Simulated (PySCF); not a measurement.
**NaBi⁻ at CAM-B3LYP**

Level: CAM-B3LYP. basis Na def2-SVPD, Bi def2-SVPD with ECP60; scalar-relativistic core potentials; PySCF 2.14.

```json
{
  "state": "⁴Σ⁻ (quartet), unpaired electrons σ ↑, π ↑↑",
  "bond length": "3.180 Å",
  "harmonic wavenumber": "140 cm⁻¹",
  "force constant": "0.239 mdyn/Å",
  "rotational constant Be": "0.08049 cm⁻¹",
  "anharmonicity ωexe": "0.728 cm⁻¹",
  "vibration–rotation constant αe": "0.000604 cm⁻¹",
  "bond order (Mayer)": "0.90",
  "dipole moment (positive dipole points towards Bi; it is taken about the centre of mass and depends on that origin)": "8.77 D"
}
```

These are scalar-relativistic numbers at best; spin–orbit coupling would shift them, the dissociation energy most. The state was picked by a PBE0 search and need not be the measured ground state.
